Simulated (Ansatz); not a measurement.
Species: sum formula AlN2OH5 (charge 0, singlet). SMILES: [NH2][Al]([OH])[NH2]
Geometry from a B3LYP-D3(BJ)/def2-TZVP (Ansatz, an electronic-structure program) optimisation:
```xyz
9

N     -0.9940    -1.4094    -0.3338
Al    -0.0093     0.0189    -0.0026
N      1.6762    -0.1286     0.5227
O     -0.7643     1.5293    -0.2147
H     -0.6904    -2.3656    -0.2541
H     -1.9545    -1.3686    -0.6339
H      2.1619    -1.0003     0.6607
H      2.2899     0.6430     0.7272
H     -0.3467     2.3773    -0.0703
```
Charge 0, spin multiplicity 1.

Atomisation energy built up term by term with Ansatz (kcal/mol; UHF references for open shells; valence terms freeze the core; atomic spin-orbit terms are left out). CBS marks a two-point X^-3 extrapolation of the correlation energy; Hartree-Fock from the larger set.

```
term                                                    basis  kcal/mol
-----------------------  ------------------------------------  --------
Hartree-Fock                                  aug-cc-pV(Q+d)Z         ?
CCSD correlation         CBS(aug-cc-pV(T+d)Z,aug-cc-pV(Q+d)Z)         ?
(T)                      CBS(aug-cc-pV(T+d)Z,aug-cc-pV(Q+d)Z)     13.87
core correlation                                    cc-pwCVTZ      1.42
scalar relativity (X2C)            cc-pVTZ-DK against cc-pVTZ     -1.43
sum: De                                                               ?
```

**Question.** Complete the blanks.

**Answer.** 
- Hartree-Fock, kcal/mol: 527.68
- CCSD correlation, kcal/mol: 236.67
- sum: De, kcal/mol: 778.2
